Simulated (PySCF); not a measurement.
A structure optimised at PBE-D3(BJ)/def2-SVP, used in a PySCF frequency run:

```
Si
F 1 1.6476
C 1 1.8726 2 108.30
H 3 1.1077 1 110.71 2 57.09
H 3 1.1093 4 108.02 1 -121.25
H 3 1.1099 4 108.73 5 -117.08
C 1 1.8726 2 108.34 3 -122.40
H 7 1.1077 1 110.71 2 -57.13
H 7 1.1093 8 108.03 1 121.26
H 7 1.1099 8 108.73 9 117.08
Se 1 2.3081 2 103.39 3 118.81
H 11 1.4865 1 90.97 2 179.57
```
Charge 0, spin multiplicity 1.

Question: Write its SMILES and formula.

Answer: C[Si](C)(F)[SeH], C2H7FSeSi

Question: What are its rotational constants (standard atomic weights)?

Answer: 3.2854, 1.3775, 1.3495 GHz
